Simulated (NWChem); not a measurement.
System: GeHOF, singlet; SMILES [OH][Ge][F]

The following NWChem deck was run.

```
start job
memory heap 200 mb stack 900 mb global 1100 mb
geometry units angstroms noautoz
  Ge     0.369597     0.062096     0.000000
  F     -0.589881    -1.400994     0.000000
  O     -1.022729     1.168712     0.000000
  H     -0.775353     2.101506     0.000000
end
basis spherical
  * library def2-svp
end
dft
  xc b3lyp
  iterations 150
  vectors input atomic output neutral.movecs
end
task dft energy
charge 1
dft
  odft
  mult 2
  vectors input atomic output cation.movecs
end
task dft energy
```

Low-valent species are run as closed-shell singlets; no triplet was tried in these runs. Coordinates come from a PBE0/def2-SVP optimisation. B3LYP is NWChem's, with the RPA form of VWN correlation.

Ions are spin-unrestricted doublets at the neutral geometry; other ion states weren't tried.

Question: Predict the main results of this run. (B3LYP/def2-SVP, vertical spin-unrestricted ions.) Quantities: vertical ionisation energy, ΔSCF (eV); −ε(HOMO) (eV).

Answer: 
| Property | Value |
|---|---|
| vertical ionisation energy, ΔSCF (eV) | 10.50 |
| −ε(HOMO) (eV) | 7.65 |
